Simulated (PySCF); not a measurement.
Heteronuclear NMR

Numbering as in the mapped SMILES `[CH3:1][C:2](=[O:3])/[CH:4]=[CH:5]/[SiH:6]([CH3:7])[CH3:8]`. Hydrogens are named by the atom that carries them.

- geometry from GFN2-xTB
- shieldings: GIAO PBE0/pcSseg-1
- run in PySCF 2.14
- no relativistic terms, single conformer, rapidly exchanging positions averaged, gas phase

**Question.** Where does ²⁹Si resonate?

**Answer.** 
```
atoms               environment  σ (ppm)  δ (ppm)
  Si6  silicon bonded to 3 C, H    376.0    -29.1
```

Shieldings were converted by a linear fit to measured shifts: ²⁹Si: δ = 279.94 − 0.822σ (rms 8.9 ppm, 72 shifts, 25.8 ppm with the 6 outliers that the fit left out vs TMS, solution or neat liquid). Occasional misses reach two or three times the rms, and more in compound classes unlike the fitted ones.

On a 300 MHz spectrometer ²⁹Si resonates near 59.6 MHz, so 1 ppm is 59.6 Hz.

**Question.** Where does ¹⁷O resonate?

**Answer.** 
| atoms | environment | σ (ppm) | δ (ppm) |
| --- | --- | --- | --- |
| O3 | ketone oxygen | -303.8 | 543.5 |

Shieldings were converted by a linear fit to measured shifts: ¹⁷O: δ = 266.70 − 0.911σ (rms 10.7 ppm, 155 shifts, 12.2 ppm with the 3 outliers that the fit left out vs liquid water, solution or neat liquid). Occasional misses reach two or three times the rms, and more in compound classes unlike the fitted ones.

On a 400 MHz spectrometer ¹⁷O resonates near 54.2 MHz, so 1 ppm is 54.2 Hz.
